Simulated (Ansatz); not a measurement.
Reactions of `CN=C=[C](C)[AlH2]`.

Gas-phase electronic energies from Ansatz, PBE0-D4/def2-TZVP geometries. CCSD(T)/CBS adds triple-zeta CCSD(T) − MP2 to the extrapolated MP2 energy (def2 sets, frozen cores). This one scheme is used for every species, atoms too. DFT in def2-TZVPP. B3LYP here is the variant with VWN-RPA as its local correlation; programs differ in this. No spin–orbit coupling; open shells (•) take unrestricted orbitals. Spin–orbit coupling would lower the free atoms: a little for Al, C. One conformer a species, not always the lowest.

```
                                     reaction  B3LYP-D4 (kJ/mol)  CCSD/CBS(def2) (kJ/mol)
  `CN=C=[C](C)[AlH2]` → `C=C(C)[C](=N)[AlH2]`                 22                        4
  `CN=C=[C](C)[AlH2]` → `C=[C]([AlH2])C(C)=N`                 -7                      -27
 `CN=C=[C](C)[AlH2]` → Al• + 4 C• + 8 H• + N•               5401                     5270
`CN=C=[C](C)[AlH2]` → `C#[C][Al]([CH3])[NH]C`               -120                     -158
```

**Question.** Give the CCSD(T)/CBS values in the same order. (Best estimate.)

**Answer.** Ansatz gave: 3, -26, 5359, -153 kJ/mol.

Largest T1 diagnostic: 0.018, for Al•.
